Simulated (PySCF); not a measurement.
C3H8BFO, SMILES B(CC)(F)CO.

The structure is a stationary point at PBE-D3(BJ)/def2-SVP. This is a generated structure with no PubChem entry under its InChIKey; it may be hypothetical. The values are those of a single conformer.

The numbers are results of PBE-D3(BJ)/def2-SVP (PySCF), not measurements.

No scaling factor is applied to the harmonic values.

Question: Give all harmonic wavenumbers and intensities. (Estimate from the structure and the level; the computed values follow.)

Answer: 
```tsv
mode	ν (cm⁻¹)	IR (km/mol)	moving atoms (share of kinetic energy)
1	54	1.4	H 55 %, C 35 %
2	94	2.8	H 46 %, C 25 %, O 18 %, F 10 %
3	141	0.7	O 31 %, C 27 %, H 20 %, F 14 %
4	184	3.7	H 77 %, C 13 %
5	224	4.2	C 39 %, F 28 %, H 18 %, O 14 %
6	269	125.0	H 83 %, O 8 %
7	356	15.1	H 58 %, B 30 %
8	417	0.4	F 32 %, O 27 %, C 22 %, H 13 %
9	496	3.0	C 48 %, H 19 %, F 14 %, B 12 %
10	571	2.8	H 71 %, C 27 %
11	676	1.9	C 50 %, H 25 %, F 22 %
12	801	24.1	H 60 %, B 22 %, C 17 %
13	943	11.7	H 80 %, C 17 %
14	964	7.5	H 61 %, C 20 %, B 17 %
15	1008	64.5	C 50 %, B 23 %, H 14 %, O 11 %
16	1051	50.3	C 50 %, H 27 %, O 22 %
17	1106	44.3	H 58 %, B 23 %, C 12 %
18	1139	10.0	H 79 %, C 14 %
19	1197	2.4	H 78 %, C 19 %
20	1220	67.6	H 50 %, B 21 %, C 18 %, F 10 %
21	1308	72.0	H 55 %, C 28 %, B 14 %
22	1320	130.9	H 49 %, B 25 %, C 19 %
23	1341	21.7	H 72 %, C 20 %
24	1359	34.7	H 68 %, B 16 %, C 12 %
25	1366	4.5	H 77 %, C 17 %
26	1383	0.6	H 75 %, B 11 %, C 11 %
27	1426	18.9	H 94 %
28	1428	8.3	H 97 %
29	2861	48.7	H 93 %
30	2920	23.5	H 94 %
31	2969	11.7	H 92 %
32	2974	31.6	H 97 %
33	2982	4.0	H 92 %, C 8 %
34	3057	19.8	H 91 %, C 9 %
35	3062	17.6	H 91 %, C 9 %
36	3715	15.4	H 94 %
```
